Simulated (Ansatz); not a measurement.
Species: BBrF, SMILES `F[B]Br` (charge 0, multiplicity 2), formula BBrF.

How many basis functions does frozen-core CCSD(T)/cc-pVTZ // PBE0-D4/def2-TZVP in Ansatz (a program for electronic structure) use, how many core orbitals are frozen, and how many electrons are correlated?

103 basis functions and 11 frozen orbitals, which leaves 27 correlated electrons (filled d shells below the valence shell are correlated). Core time is of the order of seconds.
